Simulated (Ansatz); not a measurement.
## IBr (iodine monobromide): entropy by statistical mechanics

A linear singlet with charge 0, relaxed at PBE0-D4/def2-TZVP (core potential) (Ansatz 0.2.0):

```xyz
2

Br    0.0000    0.0000   -0.0029
I     0.0000    0.0000    2.4609
```

Harmonic wavenumbers in cm⁻¹: 279.

Masses in u: Br 79.904, I 126.904. Take T = 298.15 K, p = 1 bar, R = 8.3145 J/(mol K), kT/hc = 207.22 cm⁻¹, rigid rotor and harmonic oscillator.

Question: Work out S° at 298 K.

Answer: 
1. Translation (Sackur–Tetrode): S = R[3/2 ln M + 5/2 ln T − 1.1517] with M = 206.808 gives 175.4 J/(mol K).
2. Rotation: the moment of inertia is 297.637 u Å², so B = 16.8576/I = 0.0566 cm⁻¹; σ = 1; q = kT/(σhcB) = 3661.1; S = R(ln q + 1) = 76.5.
3. Vibration: with u = ν̃/207.22, each mode gives R[u/(eᵘ − 1) − ln(1 − e⁻ᵘ)]; the sum is 6.4, most from 279 cm⁻¹ (6.4).
4. Electronic: R ln 1 = 0.0, from the spin multiplicity alone.
5. Sum: 175.4 + 76.5 + 6.4 + 0.0 = 258.3 J/(mol K).

No measured value is set beside it here.
